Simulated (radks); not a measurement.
Results of a calculation; reference values are marked as such.
Species: Lu4+. Configuration: [Xe] 4f12 6s1 (not the ground configuration).

Level of theory: Dirac Kohn-Sham, XLYP, spin-unpolarised, spherical densities, finite nucleus; open shells are shared between the two j in proportion to 2j + 1; Fermi nuclear charge, rms radius 5.37 fm (a radial shooting solver on a logarithmic mesh with Libxc functionals).

Energy parts (eV):
total: -396655.17
kinetic: 442069.09
electron-nucleus: -982211.14
Hartree: 151693.49
exchange-correlation: -8206.62

Orbitals (lengths in bohr, moments of r in powers of bohr; r(max) is where P^2 peaks; r(90%) holds 90 % of the orbital's charge):
| orbital | occ. | eigenvalue (eV) | r(max) | r(90%) | <r^4> |
|---|---|---|---|---|---|
| 1s1/2 | 2 | -63215.72 | 0.01213 | 0.0351 | 7.074e-07 |
| 2s1/2 | 2 | -10806.94 | 0.06950 | 0.127 | 0.0001076 |
| 2p1/2 | 2 | -10319.42 | 0.05192 | 0.112 | 0.00006532 |
| 2p3/2 | 4 | -9201.626 | 0.05845 | 0.122 | 0.00009203 |
| 3s1/2 | 2 | -2498.951 | 0.1960 | 0.312 | 0.004026 |
| 3p1/2 | 2 | -2282.900 | 0.1839 | 0.304 | 0.003581 |
| 3p3/2 | 4 | -2044.549 | 0.1974 | 0.324 | 0.004619 |
| 3d3/2 | 4 | -1677.055 | 0.1552 | 0.296 | 0.003188 |
| 3d5/2 | 6 | -1625.032 | 0.1589 | 0.302 | 0.003447 |
| 4s1/2 | 2 | -547.5705 | 0.4461 | 0.685 | 0.09587 |
| 4p1/2 | 2 | -459.4516 | 0.4469 | 0.704 | 0.1059 |
| 4p3/2 | 4 | -404.7519 | 0.4754 | 0.750 | 0.1367 |
| 4d3/2 | 4 | -259.5702 | 0.4745 | 0.806 | 0.1807 |
| 4d5/2 | 6 | -249.5069 | 0.4835 | 0.822 | 0.1961 |
| 5s1/2 | 2 | -113.4946 | 1.021 | 1.61 | 2.910 |
| 5p1/2 | 2 | -87.3787 | 1.095 | 1.78 | 4.331 |
| 5p3/2 | 4 | -79.0785 | 1.172 | 1.91 | 5.679 |
| 4f5/2 | 5.14286 | -70.5264 | 0.4587 | 1.09 | 0.6638 |
| 4f7/2 | 6.85714 | -68.8330 | 0.4636 | 1.10 | 0.7062 |
| 6s1/2 | 1 | -37.7213 | 2.380 | 3.60 | 73.34 |

The highest occupied level is 6s1/2 at -37.721 eV. Summed over all electrons, <r^2> = 34.40 bohr^2, which gives a Langevin (diamagnetic) susceptibility term of -27.2 x 10^-6 cm^3/mol. The density falls to 0.001 e/bohr^3 at r = 3.66 bohr.
